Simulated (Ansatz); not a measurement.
C$_{2}$H$_{4}$Cl$_{2}$Si (`C=C[SiH](Cl)Cl`) from Hartree–Fock to CCSD(T)

| atom | x (Å) | y (Å) | z (Å) |
| --- | --- | --- | --- |
| C1 | -0.5899 | -0.8747 | 1.1899 |
| C2 | -0.6085 | -0.4445 | -0.0686 |
| Si3 | 0.6577 | 0.7447 | -0.6734 |
| Cl4 | 1.7121 | -0.0651 | -2.2300 |
| Cl5 | -0.2362 | 2.4604 | -1.3427 |
| H6 | 0.1654 | -0.5426 | 1.8973 |
| H7 | -1.3257 | -1.5763 | 1.5719 |
| H8 | -1.3810 | -0.8004 | -0.7464 |
| H9 | 1.6062 | 1.0985 | 0.4021 |

Charge 0, multiplicity 1. The geometry is a stationary point of PBE0-D4/def2-TZVP. It is one conformer, not always the lowest. Frozen core, restricted reference, the Gaussian-basis code of Ansatz. CBS rows extrapolate triple and quadruple zeta; past MP2 they add the triple-zeta difference.

| basis | HF (Eh) | MP2 corr. | CCSD corr. | (T) | CCSD(T) total |
| --- | --- | --- | --- | --- | --- |
| def2-SVP | -1285.64848 | ? | -0.67544 | -0.01959 | ? |
| def2-TZVPP | ? | -0.81489 | ? | -0.03895 | ? |
| def2-QZVPP | -1286.19698 | -0.88482 | – | – | – |
| CBS(def2) | -1286.20222 | -0.93663 | ? | as TZ | ? |

**Question.** Fill in the withheld values. (Estimate.)

**Answer.** Computed: def2-SVP MP2 corr.: -0.61964; def2-SVP CCSD(T) total: -1286.34351; def2-TZVPP HF (Eh): -1286.15897; def2-TZVPP CCSD corr.: -0.87223; def2-TZVPP CCSD(T) total: -1287.07015; CBS(def2) CCSD corr.: -0.99398; CBS(def2) CCSD(T) total: -1287.23515.
